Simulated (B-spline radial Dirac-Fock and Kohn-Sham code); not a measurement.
The computed values come from a radial B-spline solver: ΔSCF Dirac-Fock with Breit, self-energy and vacuum polarisation, finite nucleus, configuration average. Free neutral atoms.

Question: Order these X-ray lines by photon energy, lowest first.
A. Yb Lη
B. Tm Lη
C. Er Lβ3
D. Nd Lβ15
E. La Lγ2
F. Tm Lβ6

Answer: E (6050.9 eV), D (6084.8 eV), B (7305.0 eV), A (7575.4 eV), C (7942.7 eV), F (8173.0 eV).
